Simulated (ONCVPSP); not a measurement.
**Plane-wave convergence, ONCV potential for praseodymium (Pr)**

| Quantity | Value |
| --- | --- |
| Element | praseodymium (Pr) |
| Generator | ONCVPSP 4.0.1 |
| Type | optimised norm-conserving Vanderbilt (ONCV) |
| Functional | Wu-Cohen |
| Relativity | scalar-relativistic |
| Frozen core | [Kr] 4d10 |
| Valence charge | 13 |
| Reference configuration | 4f3 5s2 5p6 6s1 6p1 |
| Partial waves | 5s+6s: rc 2.15 bohr, ncon 4, nbas 8, qcut 4.8 1/bohr, 2 projectors; 5p+6p: rc 3.00 bohr, ncon 5, nbas 8, qcut 4 1/bohr, 2 projectors; d scattering state at 0.25 Ha: rc 2.90 bohr, ncon 3, nbas 6, qcut 2.8 1/bohr, 1 projector; 4f: rc 1.00 bohr, ncon 3, nbas 8, qcut 14.9 1/bohr, 3 projectors, debl 2.4 Ha |
| Local potential | polynomial inside 0.65 bohr (lpopt 5, dvloc0 -1 Ha) |
| Core correction | polynomial model core, fcfact 0.45 |

In the d channel the program set the typed energies aside and used 0.050 Ha.

Task: For each optimised wave give the share of its norm inside rc, the residual kinetic energy above qcut (Ha) and the cutoffs (Ha) for errors of 10, 1, 0.1 and 0.01 mHa per electron.

Result:

| wave | norm inside rc | residual KE | 10 mHa | 1 mHa | 0.1 mHa | 0.01 mHa |
| --- | --- | --- | --- | --- | --- | --- |
| 5s | 0.897 | 8.3e-05 | 7.0 | 9.3 | 11.9 | 35.3 |
| 6s | 0.046 | 3.8e-05 | 4.9 | 8.4 | 10.8 | 17.6 |
| 5p | 0.959 | 2.8e-06 | 4.1 | 5.3 | 6.5 | 7.5 |
| 6p | 0.048 | 4.5e-06 | 2.6 | 4.2 | 5.2 | 6.7 |
| d projector 1 | 0.103 | 1.9e-03 | 2.8 | 4.4 | 14.3 | 23.1 |
| 4f | 0.515 | 1.2e-04 | 85.0 | 97.8 | 122.3 | not reached |
| f projector 2 | 0.058 | 4.6e-05 | 79.5 | 95.0 | 107.0 | 152.9 |
| f projector 3 | 0.070 | 2.5e-04 | 88.9 | 103.5 | 119.1 | 252.3 |

The occupied waves need 98 Ha and 122 Ha for 1 and 0.1 mHa. Note: ghosts flagged at negative energy: s at -773.7 eV, p at -350.7 eV, d at -119.6 eV; GHOST(+) flagged for s at 25.9 eV. A true bound ghost makes a file unfit for plane-wave use. Tests left out (the all-electron energies of this program are off by 10 to 40 meV for near-neutral 4f atoms).
